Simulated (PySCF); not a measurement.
How methods differ on the ionisation energy of Rh²⁺

Rh²⁺ [Kr] 4d7 (4F) → Rh³⁺ [Kr] 4d6 (5D), as a difference of total energies. Computed with PySCF 2.14 in x2c-SVPall (6s5p5d1f, 53 functions), with the spin-free X2C one-electron Hamiltonian (Gaussian nucleus). Correlated levels: valence: [Kr] frozen. The calculations carry no spin-orbit coupling.

```csv
method,ionisation energy (eV)
UHF,29.353
MN15,31.064
BP86,31.448
MP2 (valence),30.338
SCS-MP2 (valence),30.452
```

How much does correlation contribute at MP2 (valence)?

30.338 − (29.353) = 0.985 eV, measured against UHF.

The reference lies between the lowest fine-structure levels, while these numbers refer to the centres of the terms.

Errors of the correlated levels include the incompleteness of this basis and the frozen core.

For comparison: 31.06 eV (semi-empirical (NIST evaluation); NIST Atomic Spectra Database, ionization energies).
